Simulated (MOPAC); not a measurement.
Input for MOPAC: PM6 on BH5O2Si (SMILES OB(O)[SiH3]), a point of a torsion scan.

```
PM6 1SCF PRECISE CHARGE=0 THREADS=1
BH5O2Si

O     -1.45443521 1    -1.09671720 1    -0.13376373 1
B     -0.69378948 1    -0.00573578 1     0.09473017 1
O     -1.36912413 1     1.13530659 1     0.42489910 1
Si     1.26462208 1    -0.18737094 1    -0.08867992 1
H     -2.40059213 1    -0.95961967 1    -0.04206043 1
H     -0.85808279 1     1.92414957 1     0.59409023 1
H      1.73044205 1    -0.13595447 1    -1.48259675 1
H      1.82365526 1    -1.41974660 1     0.47464454 1
H      1.98923003 1     0.91632655 1     0.57527499 1
```

Program output:

```
*******************************************************************************
 **                                                                           **
 **                              MOPAC v23.2.5                                **
 **                                                                           **
 *******************************************************************************
 ** MOPAC's Digital Object Identifier: https://doi.org/10.5281/zenodo.6511958 **
 **                                                                           **
 ** Please cite the open-source release paper for use of this MOPAC version:  **
 ** J. E. Moussa and J. J. P. Stewart (2026)                                  **
 ** MOPAC: An open-source semiempirical molecular orbital program             **
 ** J. Open Source Softw., 11(119), 8025, https://doi.org/10.21105/joss.08025 **
 *******************************************************************************

                              PM6 CALCULATION RESULTS

 *******************************************************************************
 *  PM6        - The PM6 Hamiltonian to be used
 *
 *
 *
 *                 CHARGE ON SYSTEM = 0
 *
 *
 *
 *  PRECISE    - TIGHTER CRITERIA TO BE USED
 *  1SCF       - DO 1 SCF AND THEN STOP
 *  THREADS=1  - MULTI-THREADING NOT USED
 *  T=         - A TIME OF 172800.0 SECONDS REQUESTED
 *  DUMP=N     - RESTART FILE WRITTEN EVERY 7200.0 SECONDS REQUESTED
 *******************************************************************************
PM6 1SCF PRECISE CHARGE=0 THREADS=1
 BH5O2Si

   ATOM   CHEMICAL          X               Y               Z
  NUMBER   SYMBOL      (ANGSTROMS)     (ANGSTROMS)     (ANGSTROMS)

     1       O         -1.45443521  *  -1.09671720  *  -0.13376373  *
     2       B         -0.69378948  *  -0.00573578  *   0.09473017  *
     3       O         -1.36912413  *   1.13530659  *   0.42489910  *
     4      Si          1.26462208  *  -0.18737094  *  -0.08867992  *
     5       H         -2.40059213  *  -0.95961967  *  -0.04206043  *
     6       H         -0.85808279  *   1.92414957  *   0.59409023  *
     7       H          1.73044205  *  -0.13595447  *  -1.48259675  *
     8       H          1.82365526  *  -1.41974660  *   0.47464454  *
     9       H          1.98923003  *   0.91632655  *   0.57527499  *



          CARTESIAN COORDINATES

    NO.       ATOM           X           Y           Z

     1         O         -1.4544     -1.0967     -0.1338
     2         B         -0.6938     -0.0057      0.0947
     3         O         -1.3691      1.1353      0.4249
     4        Si          1.2646     -0.1874     -0.0887
     5         H         -2.4006     -0.9596     -0.0421
     6         H         -0.8581      1.9241      0.5941
     7         H          1.7304     -0.1360     -1.4826
     8         H          1.8237     -1.4197      0.4746
     9         H          1.9892      0.9163      0.5753

 General Reference for PM6:
 "Optimization of Parameters for Semiempirical Methods V: Modification of NDDO Approximations
 and Application to 70 Elements", J. J. P. Stewart, J. Mol. Mod., 13, 1173-1213 (2007)
 URL: https://link.springer.com/article/10.1007/s00894-007-0233-4

           Empirical Formula: H5 O2 B Si  =     9 atoms



      MOLECULAR POINT GROUP   :   C1


      RHF CALCULATION, NO. OF DOUBLY OCCUPIED LEVELS = 12


 -------------------------------------------------------------------------------
 PM6 1SCF PRECISE CHARGE=0 THREADS=1
 BH5O2Si



     1SCF WAS SPECIFIED, SO BFGS WAS NOT USED
     SCF FIELD WAS ACHIEVED


                              PM6 CALCULATION
                                                       MOPAC v23.2.5 Linux




          FINAL HEAT OF FORMATION =       -108.67060 KCAL/MOL =    -454.67781 KJ/MOL


          COSMO AREA              =        116.42 SQUARE ANGSTROMS
          COSMO VOLUME            =        104.26 CUBIC ANGSTROMS

          IONIZATION POTENTIAL    =          9.778597 EV
          HOMO LUMO ENERGIES (EV) =         -9.779 -0.364
          NO. OF FILLED LEVELS    =         12
          MOLECULAR WEIGHT        =         75.9338         POINT GROUP:  C1

          MOLECULAR DIMENSIONS (Angstroms)

            Atom       Atom       Distance
            H     9    H     5     4.81361
            H     6    H     8     4.13729
            H     7    H     6     2.06896


          SCF CALCULATIONS        =          1





   ATOM   CHEMICAL          X               Y               Z
  NUMBER   SYMBOL      (ANGSTROMS)     (ANGSTROMS)     (ANGSTROMS)

     1       O         -1.45443521  *  -1.09671720  *  -0.13376373  *
     2       B         -0.69378948  *  -0.00573578  *   0.09473017  *
     3       O         -1.36912413  *   1.13530659  *   0.42489910  *
     4      Si          1.26462208  *  -0.18737094  *  -0.08867992  *
     5       H         -2.40059213  *  -0.95961967  *  -0.04206043  *
     6       H         -0.85808279  *   1.92414957  *   0.59409023  *
     7       H          1.73044205  *  -0.13595447  *  -1.48259675  *
     8       H          1.82365526  *  -1.41974660  *   0.47464454  *
     9       H          1.98923003  *   0.91632655  *   0.57527499  *

                             CARTESIAN COORDINATES

   1    O       -1.454435210    -1.096717200    -0.133763730
   2    B       -0.693789480    -0.005735780     0.094730170
   3    O       -1.369124130     1.135306590     0.424899100
   4   Si        1.264622080    -0.187370940    -0.088679920
   5    H       -2.400592130    -0.959619670    -0.042060430
   6    H       -0.858082790     1.924149570     0.594090230
   7    H        1.730442050    -0.135954470    -1.482596750
   8    H        1.823655260    -1.419746600     0.474644540
   9    H        1.989230030     0.916326550     0.575274990


           Empirical Formula: H5 O2 B Si  =     9 atoms



      MOLECULAR POINT GROUP   :   C1


                  EIGENVALUES
 -30.88156 -30.52887 -20.67989 -19.84096 -18.59271 -14.96146 -14.62552 -13.67811
 -12.34456 -11.62159 -11.58269  -9.77860  -0.36448   0.20476   0.77807   1.22433
   1.49590   1.64678   2.15586   3.09339   3.48951   3.76579   4.54531   4.64146
   5.19490   5.54765


              NET ATOMIC CHARGES AND DIPOLE CONTRIBUTIONS

  ATOM NO.   TYPE          CHARGE      No. of ELECS.   s-Pop       p-Pop       d-Pop
    1          O          -0.467471        6.4675     1.72158     4.74589
    2          B           0.182063        2.8179     1.03624     1.78170
    3          O          -0.547478        6.5475     1.70808     4.83940
    4         Si           0.181155        3.8188     1.24181     2.09110     0.48594
    5          H           0.328952        0.6710     0.67105
    6          H           0.349624        0.6504     0.65038
    7          H          -0.006988        1.0070     1.00699
    8          H          -0.005190        1.0052     1.00519
    9          H          -0.014666        1.0147     1.01467
 DIPOLE           X         Y         Z       TOTAL
 POINT-CHG.     1.882     0.999     0.117     2.134
 HYBRID        -1.846     0.296     0.223     1.882
 SUM            0.036     1.295     0.340     1.340


          ATOMIC ORBITAL ELECTRON POPULATIONS

     Atom    s        px        py        pz      x^2-y^2     xz        z^2       yz        xy
    1  O   1.72158   1.35267   1.61062   1.78260
    2  B   1.03624   0.80880   0.57832   0.39458
    3  O   1.70808   1.67226   1.37391   1.79323
    4 Si   1.24181   0.62556   0.73215   0.73339   0.09902   0.06964   0.12735   0.08724   0.10269
    5  H   0.67105
    6  H   0.65038
    7  H   1.00699
    8  H   1.00519
    9  H   1.01467

 **********************
 *                    *
 * JOB ENDED NORMALLY *
 *                    *
 **********************




 == MOPAC DONE ==
```

The run finished.

Cost: very roughly 0.020 core-seconds.
